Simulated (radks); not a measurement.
Q: Spin polarisation of the 5d7 shell in Ir2+. Start: [Xe] 4f14 5d(up 3.5, down 3.5); electrons of 5d are moved from spin down to spin up, other shells keep equal spins. Method: scalar-relativistic Kohn-Sham, r2SCAN, spin-polarised, spherical densities, finite nucleus; meta-GGA in the generalised Kohn-Sham scheme; Fermi nuclear charge, rms radius of each element as measured or else 0.836 A^(1/3) + 0.57 fm; computed with a radial shooting solver on a logarithmic mesh with Libxc functionals. Estimate the energy gained and the exchange splitting at a moment of 3 Bohr magnetons.

A: At moment 3 the spin-polarisation energy is -1.955 eV and the 5d exchange splitting 2.628 eV, that is 0.876 eV per Bohr magneton; E = -I m^2/4 would give I = 0.869 eV.
